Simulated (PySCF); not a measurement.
Yb³⁺ (ytterbium, charge +3) across methods

[Xe] 4f13, 2F determinant. Calculation: PySCF 2.14, in cc-pVDZ-X2C (8s7p5d3f1g, 84 functions); the spin-free X2C one-electron Hamiltonian (Gaussian nucleus).

```csv
method,E (hartree),mean ε 5p β (eV),mean ε 4f α (eV),mean ε 4f β (eV),Σ⟨r²⟩ (bohr²),⟨S²⟩
LDA,-14048.48,-57.138,-36.314,-35.347,32.31,0.750
revPBE,-14058.30,-56.786,-35.933,-35.002,32.32,0.750
PBE0,-14057.70,-58.965,-39.617,-38.569,32.22,0.750
PBE,-14057.90,-56.836,-35.995,-35.064,32.33,0.750
BLYP,-14058.81,-56.669,-35.787,-34.883,32.41,0.750
UHF,-14053.08197,-64.020,-49.396,-47.943,32.15,0.751
M06-L,-14057.68,-56.781,-36.084,-34.965,32.23,0.750
```

Q: Estimate the same row for r2SCAN.

A: E (hartree) = -14058.04; mean ε 5p β (eV) = -57.773; mean ε 4f α (eV) = -36.157; mean ε 4f β (eV) = -35.147; Σ⟨r²⟩ (bohr²) = 32.19; ⟨S²⟩ = 0.750.

Spin-orbit coupling, absent here, splits the open shell strongly.
